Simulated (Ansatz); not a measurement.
Reaction (cleavage of the Si–Si bond): `O[Si](O)([SiH3])Br` + `NC(O)O` → `OC(O)N[SiH3]` + `O[SiH](O)Br`

Computed with Ansatz on PBE0-D4/def2-TZVP structures; ΔE is electronic, products minus reactants. CBS: MP2 limit from def2 TZ/QZ plus the TZ coupled-cluster correction, frozen cores. Functionals use def2-TZVPP. For Br outer-core shells are correlated without core-valence functions, which leaves a few kJ/mol of doubt a bond. Scalar relativity is left out up to krypton. One conformer a species, not always the lowest.

`O[Si](O)([SiH3])Br`:

Cartesian coordinates in Å:
```
O 0.291 -1.403 -1.334
Si -0.392 -0.184 -0.500
O -1.823 -0.699 0.109
Si 1.151 0.540 1.091
Br -0.866 1.549 -1.849
H -0.240 -1.859 -1.992
H -2.530 -0.056 0.183
H 0.537 1.653 1.861
H 2.377 1.027 0.411
H 1.496 -0.568 2.020
```

`NC(O)O`:

Cartesian coordinates in Å:
```
N 1.137 0.017 -0.290
C -0.270 0.159 -0.070
O -0.412 0.288 1.315
O -0.945 -0.944 -0.581
H 1.653 0.688 0.264
H 1.361 0.145 -1.267
H -0.734 1.020 -0.578
H -1.353 0.343 1.501
H -0.438 -1.715 -0.294
```

`OC(O)N[SiH3]`:

Z-matrix (Å, degrees):
```
C
O 1 1.405
N 1 1.418 2 111.8
O 1 1.394 2 106.2 3 120.7
H 1 1.103 2 109.9 3 -119.9
H 2 0.962 1 107.4 3 53.2
Si 3 1.730 1 123.0 2 -152.3
H 3 1.012 1 110.7 2 60.2
H 4 0.963 1 107.6 2 41.4
H 7 1.489 3 115.5 1 -73.1
H 7 1.485 3 107.2 1 166.2
H 7 1.486 3 107.0 1 47.3
```

`O[SiH](O)Br`:

Z-matrix (Å, degrees):
```
Si
O 1 1.631
Br 1 2.230 2 107.4
O 1 1.621 2 109.9 3 -121.9
H 1 1.469 2 113.6 3 119.3
H 2 0.958 1 117.9 3 -25.3
H 4 0.959 1 118.6 2 53.3
```

CCSD(T)/CBS gives -10.0 kcal/mol.

Question: Another level gave -8.7 kcal/mol. Which?
A. SCS-MP2/def2-TZVPP
B. HF/def2-TZVPP
C. r2SCAN-D4/def2-TZVPP
D. PBE0/def2-TZVPP

Answer: C. r2SCAN-D4 -8.7, PBE0 -7.1, HF/def2-TZVPP -14.1, SCS-MP2/def2-TZVPP -12.5 kcal/mol.

Largest T1 diagnostic among the species: 0.011.

In def2-TZVPP, CCSD(T) changes the Hartree–Fock value by +3.9 kcal/mol (the triples alone add +0.6 kcal/mol) and MP2 by +2.2 kcal/mol. From PBE to PBE0 (25 % exact exchange), in def2-TZVPP and without D4, ΔE moves by −1.6 kcal/mol.
